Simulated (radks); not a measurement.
Spherical quantum dot in the effective-mass picture: electrons in a hard-walled sphere of radius 4.75, with a point charge +1 (a donor) at the centre, all in effective atomic units (hartree* = m*/eps^2 hartree, bohr* = eps/m* bohr), one dielectric constant everywhere. Method: non-relativistic Kohn-Sham, exchange-only LDA, spin-polarised, spherical densities; computed with a radial shooting solver with Libxc functionals. Levels are named by radial order and angular momentum (1s, 1p, 1d, 2s, ...), and open shells are averaged over m. Results are scaled to m* = 0.081 and eps = 12.8, for which hartree* = 13.45 meV and bohr* = 8.362 nm.

N = 11, configuration 1s2 1p6 1d(up 3, down 0). This is the lowest configuration that the search found. Occupied and some empty levels:

level    occupation  eigenvalue (meV)  <r> (nm)
1s up             1            38.079     21.83
1s down           1            38.615     20.44
1p up             3            40.525     26.29
1p down           3            41.347     26.09
1d up             3            43.582     27.70
2s up             0            44.110     16.55
2s down           0            44.286     17.52
1d down           0            44.460     27.63
1f up             0            47.557     28.70
1f down           0            48.460     28.67
2p up             0            52.828     20.09
2p down           0            53.205     20.02

Energy (meV): total 226.414, kinetic 78.822, external -54.927, Hartree 238.70, exchange-correlation -36.180.
